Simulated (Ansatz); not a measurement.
The first iterations of a band of BH7N3 + Cl (12 atoms, charge 0, multiplicity 1).

Level of theory: Ansatz 0.2.0, RKS r2SCAN/6-31G*.

```json
{"movable images": "5", "climbing image": "yes", "spring": "5.0 eV/Å²", "optimiser": "quadratic models (default)", "start path": "through a guess of the saddle point", "force threshold": "0.03 eV/Å", "iteration limit": "60", "end points": "relaxed"}
```

First end point:

```xyz
12
Properties=species:S:1:pos:R:3
B 0.105 0.020 -0.096
N 0.186 0.309 1.414
H -0.024 -0.513 1.983
H 1.088 0.675 1.720
N 1.249 -0.512 -0.732
H 2.079 -0.812 -0.243
H 1.283 -0.699 -1.723
N -1.130 0.319 -0.674
H -1.810 0.875 -0.153
H -1.339 0.202 -1.655
Cl -2.008 2.087 1.943
H -0.656 1.086 1.692
```

Last end point:

```xyz
12
Properties=species:S:1:pos:R:3
B -0.252 0.735 -1.053
N 0.006 -0.289 2.242
H 0.563 -0.895 2.843
H 0.664 0.306 1.738
N 1.033 0.177 -0.800
H 1.095 -0.701 -0.300
H 1.787 0.319 -1.455
N -1.395 0.398 -0.314
H -1.305 -0.160 0.533
H -2.286 0.846 -0.461
Cl -0.384 1.967 -2.366
H -0.503 0.334 2.869
```

| iteration | highest image above the first end (eV) | largest band force component (eV/Å) |
| --- | --- | --- |
| 1 | 7.937 | 20.989 |
| 2 | 3.202 | 5.335 |
| 3 | 2.073 | 3.007 |
| 4 | 1.289 | 1.862 |
| 5 | 0.814 | 1.027 |
| 6 | 0.693 | 1.207 |
| 7 | 0.651 | 0.805 |
| 8 | 0.612 | 0.450 |
| 9 | 0.587 | 0.462 |
| 10 | 0.576 | 0.279 |

**Question.** Does the band converge within its limit, and where does its top end?

**Answer.** The forces met the threshold. It ended after 32 iterations with the highest image 0.518 eV above the first end. The profile has 2 maxima (images 2, 5) with wells between them (image 4): this band takes more than one step, which may be the mechanism or a detour left from its start path. A vibrational analysis at the climbing image gives one clearly imaginary mode, 381i cm⁻¹: a first-order saddle point. The orbitals stay closed-shell, which can raise the energy where a bond breaks towards radicals; this wasn't checked here.

Time of the run: 9.2 min on 2 threads of Arm Neoverse V1, on a shared host, peak memory 0.16 GiB.
